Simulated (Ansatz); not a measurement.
C₅H₁₅GeN₃⁻, that is Ge(vinyl)(NHMe)3 with one electron more. The state is a doublet with charge -1. Geometry r2SCAN-D4/def2-SVP, that of the neutral singlet; atoms count from 1.

```csv
atom,x (Å),y (Å),z (Å)
Ge1,0.129,-0.138,-0.033
C2,1.500,-0.703,-1.283
C3,2.807,-0.577,-1.007
H4,1.198,-1.168,-2.232
H5,3.145,-0.124,-0.067
H6,3.588,-0.917,-1.699
N7,0.869,1.151,1.049
C8,1.353,2.407,0.509
H9,0.343,1.276,1.912
H10,2.041,2.905,1.216
H11,1.929,2.218,-0.411
H12,0.560,3.141,0.250
N13,-0.500,-1.319,1.220
C14,-1.190,-2.532,0.820
H15,0.156,-1.475,1.983
H16,-1.829,-2.912,1.637
H17,-1.851,-2.304,-0.031
H18,-0.524,-3.362,0.505
N19,-1.350,0.234,-1.049
C20,-2.546,0.802,-0.458
H21,-1.164,0.572,-1.990
H22,-3.446,0.548,-1.047
H23,-2.688,0.372,0.547
H24,-2.527,1.906,-0.342
```

The highest occupied level of the charge -1 doublet lies above zero (up to 2.97 eV). By energy differences it is unbound by 1.26 eV (vertical, against the charge 0 singlet, at PBE0-D4/def2-TZVP) and held by the finite basis.

**Question.** Estimate the Mulliken populations from the PBE0/def2-TZVP orbitals of Ansatz.

**Answer.** 
```json
{"atom": "Ge1", "charge (e)": "0.53", "spin (α − β)": "0.14"}
{"atom": "C2", "charge (e)": "-0.43", "spin (α − β)": "0.25"}
{"atom": "C3", "charge (e)": "-0.46", "spin (α − β)": "0.62"}
{"atom": "H4", "charge (e)": "0.04", "spin (α − β)": "-0.03"}
{"atom": "H5", "charge (e)": "0.07", "spin (α − β)": "-0.04"}
{"atom": "H6", "charge (e)": "0.03", "spin (α − β)": "-0.04"}
{"atom": "N7", "charge (e)": "-0.43", "spin (α − β)": "-0.01"}
{"atom": "C8", "charge (e)": "-0.27", "spin (α − β)": "0.00"}
{"atom": "H9", "charge (e)": "0.16", "spin (α − β)": "0.01"}
{"atom": "H10", "charge (e)": "0.07", "spin (α − β)": "0.01"}
{"atom": "H11", "charge (e)": "0.16", "spin (α − β)": "0.00"}
{"atom": "H12", "charge (e)": "0.06", "spin (α − β)": "0.01"}
{"atom": "N13", "charge (e)": "-0.45", "spin (α − β)": "0.00"}
{"atom": "C14", "charge (e)": "-0.25", "spin (α − β)": "-0.02"}
{"atom": "H15", "charge (e)": "0.18", "spin (α − β)": "0.00"}
{"atom": "H16", "charge (e)": "0.07", "spin (α − β)": "0.01"}
{"atom": "H17", "charge (e)": "0.12", "spin (α − β)": "0.00"}
{"atom": "H18", "charge (e)": "0.07", "spin (α − β)": "0.02"}
{"atom": "N19", "charge (e)": "-0.42", "spin (α − β)": "-0.02"}
{"atom": "C20", "charge (e)": "-0.27", "spin (α − β)": "0.00"}
{"atom": "H21", "charge (e)": "0.13", "spin (α − β)": "0.07"}
{"atom": "H22", "charge (e)": "0.08", "spin (α − β)": "0.00"}
{"atom": "H23", "charge (e)": "0.12", "spin (α − β)": "0.00"}
{"atom": "H24", "charge (e)": "0.07", "spin (α − β)": "0.01"}
```
Mulliken values depend strongly on the basis.

**Question.** Where does the spin sit?

**Answer.** Summed by element: Ge 0.14, C 0.85, H 0.04, N -0.03, of 1 unpaired in all. Largest on single atoms: C3 0.62, C2 0.25, Ge1 0.14.

**Question.** And the Mayer bond orders between heavy atoms (over 0.3)?

**Answer.** Ge1–C2 1.20 (1.94 Å); Ge1–N7 0.99 (1.84 Å); Ge1–N13 0.93 (1.83 Å); Ge1–N19 0.96 (1.83 Å); C2–C3 1.43 (1.34 Å); N7–C8 1.03 (1.45 Å); N13–C14 1.04 (1.45 Å); N19–C20 1.03 (1.45 Å).
